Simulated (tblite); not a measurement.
Isomers of [C6H8P]- (charge -1). Calculated harmonic vibrations of the isolated species, GFN2-xTB (tblite), most abundant isotopes, no scaling. Errors from tens to a few hundred cm⁻¹ against measured bands are possible. One conformer each.

Electronic energies: GFN2-xTB at the same geometries; isomer energies are rough at this level and their order can be wrong.

```csv
SMILES,"electronic energy, lowest = 0 (kJ/mol)"
Cc1ccc(C)[p-]1,7.2
CCc1cc[p-]c1,4.8
Cc1c[p-]c(C)c1,0.0
```

Task: How do GFN2-xTB zero-point energies change the relative energies?

Result: 
```json
{"SMILES": "Cc1c[p-]c(C)c1", "ZPE (kJ/mol)": "309.3", "of it from modes above 1550 cm⁻¹": "141.5", "electronic (kJ/mol)": "0.0", "with ZPE, lowest = 0 (kJ/mol)": "0.0", "lowest mode (cm⁻¹)": "59", "rings": "1"}
{"SMILES": "CCc1cc[p-]c1", "ZPE (kJ/mol)": "312.3", "of it from modes above 1550 cm⁻¹": "142.4", "electronic (kJ/mol)": "4.8", "with ZPE, lowest = 0 (kJ/mol)": "7.8", "lowest mode (cm⁻¹)": "35", "rings": "1"}
{"SMILES": "Cc1ccc(C)[p-]1", "ZPE (kJ/mol)": "309.2", "of it from modes above 1550 cm⁻¹": "141.1", "electronic (kJ/mol)": "7.2", "with ZPE, lowest = 0 (kJ/mol)": "7.1", "lowest mode (cm⁻¹)": "73", "rings": "1"}
```

The zero-point energies span 3.1 kJ/mol, from `Cc1ccc(C)[p-]1` to `CCc1cc[p-]c1`. The lowest isomer stays, but the order above it changes.
